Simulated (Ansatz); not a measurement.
`[GaH3]`, relaxed with RKS PBE-D4/def2-SVP in Ansatz 0.2.0 from a rough embedded geometry. The force threshold is 0.03 eV/Å; the program also tests the step.

Charge 0, multiplicity 1.

Start:

```xyz
4

Ga   -0.016    0.018   -0.024
H    -0.986    0.903    0.477
H     1.471    0.415   -0.239
H    -0.469   -1.336   -0.214
```

**Question.** How much energy does the relaxation release, and in how many steps? (An estimate is asked.)

**Answer.** Ansatz gave: 10.64 kcal/mol, in 2 steps.

**Question.** Which bonds change most? (An estimate is asked.)

**Answer.** Ansatz gave: Ga1–H2 from 1.405 to 1.582 Å; Ga1–H4 from 1.441 to 1.582 Å; Ga1–H3 from 1.555 to 1.582 Å.

**Question.** Give the relaxed structure. (Estimate.)

**Answer.** Ansatz gave: 
```xyz
4

Ga    0.000    0.000    0.001
H    -1.049    1.064    0.521
H     1.502    0.428   -0.253
H    -0.453   -1.492   -0.268
```
